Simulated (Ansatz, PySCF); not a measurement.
Input for Ansatz (a quantum-chemistry and plane-wave program):
Ansatz 0.2 input:
```yaml
crystal:
  periodic: [false, false, false]
  atoms:
    - {symbol: C, position_ang: [1.05833802, 0.47727651, 0.97110393]}
    - {symbol: C, position_ang: [0.96501957, -0.69868733, 0.01191923]}
    - {symbol: Si, position_ang: [-0.84211903, -0.37976868, -0.77270691]}
    - {symbol: C, position_ang: [-0.31879072, 0.99011582, 0.58104385]}
    - {symbol: H, position_ang: [1.86318259, 1.16764572, 0.73806192]}
    - {symbol: H, position_ang: [1.13584709, 0.18482051, 2.01377110]}
    - {symbol: H, position_ang: [1.68976193, -0.65965217, -0.79669617]}
    - {symbol: H, position_ang: [0.94572194, -1.66504962, 0.50831183]}
    - {symbol: H, position_ang: [-1.87958013, -1.31092150, -0.34989867]}
    - {symbol: H, position_ang: [-0.85038746, 0.07979365, -2.15504985]}
    - {symbol: H, position_ang: [-0.29912040, 1.95664619, 0.08499323]}
    - {symbol: H, position_ang: [-1.04316039, 0.95124873, 1.39000123]}
basis:
  gaussian:
    orbitals: STO-3G
total_charge: 1
magnetization: {spin_polarized: true, initial_magnetization: 1}
correlation: {method: ccsd_t, electrons: outside_noble_gas}
accuracy: high
```

Question: Convert this to an input for PySCF.

Answer: Several could match; the one computed here: 
```python
from pyscf import gto, scf, cc

mol = gto.M(
    atom='''
C     1.05833802    0.47727651    0.97110393
C     0.96501957   -0.69868733    0.01191923
Si   -0.84211903   -0.37976868   -0.77270691
C    -0.31879072    0.99011582    0.58104385
H     1.86318259    1.16764572    0.73806192
H     1.13584709    0.18482051    2.01377110
H     1.68976193   -0.65965217   -0.79669617
H     0.94572194   -1.66504962    0.50831183
H    -1.87958013   -1.31092150   -0.34989867
H    -0.85038746    0.07979365   -2.15504985
H    -0.29912040    1.95664619    0.08499323
H    -1.04316039    0.95124873    1.39000123
''',
    basis='sto-3g',
    charge=1,
    spin=1,
    verbose=4,
)

mf = scf.UHF(mol)
mf.kernel()

mycc = cc.CCSD(mf, frozen=8)
mycc.kernel()
et = mycc.ccsd_t()
print('E(CCSD(T)) = %.10f' % (mycc.e_tot + et))
```

Both were run: Ansatz gave -402.474575 Eh and PySCF -402.474575 Eh, 0.000 mEh apart.
